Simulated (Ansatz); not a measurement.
Two isomers of C2H6FNSi: A = `C[Si@@H]1N[C@H]1F`, B = `C/C(F)=N/[SiH3]`.

Calculated with Ansatz (gas phase, PBE0-D4/def2-TZVP geometries, no zero-point term in ΔE). CCSD(T)/CBS is the MP2 limit (def2-TZVPP, def2-QZVPP) plus CCSD(T) − MP2 in def2-TZVPP, frozen cores. Functionals use def2-TZVPP. B3LYP here is the variant with VWN-RPA as its local correlation; programs differ in this.

Problem. Which isomer does CCSD(T)/CBS put lower? Give the gap. (Best estimate.)

Solution. Computed: B, by 19.7 kcal/mol.

Problem. Give E(B) − E(A) in kcal/mol with B3LYP-D4, CCSD(T)/def2-TZVPP, BLYP-D4, r2SCAN-D4, MP2/def2-TZVPP, B3LYP, HF/def2-TZVPP. (Estimate.)

Solution. Ansatz gave: B3LYP-D4 -22.3, CCSD(T)/def2-TZVPP -21.7, BLYP-D4 -23.1, r2SCAN-D4 -19.6, MP2/def2-TZVPP -20.2, B3LYP -22.5, HF/def2-TZVPP -29.9. None reverses the order clearly.

Problem. Does the order hold for the free energy at 298.15 K (harmonic terms from PBE0-D4)? (An estimate is asked.)

Solution. Ansatz gave: Yes: G(B) − G(A) = -22.8 kcal/mol. Modes under 60 cm⁻¹, often nearly free rotors, make the harmonic entropy too high.

Largest T1 diagnostic: 0.013.

In def2-TZVPP, CCSD(T) changes the Hartree–Fock value by +8.2 kcal/mol (the triples alone add +0.2 kcal/mol) and MP2 by +9.8 kcal/mol. From r2SCAN to r2SCAN0 (25 % exact exchange), in def2-TZVPP and without D4, E(B) − E(A) moves by +0.8 kcal/mol.
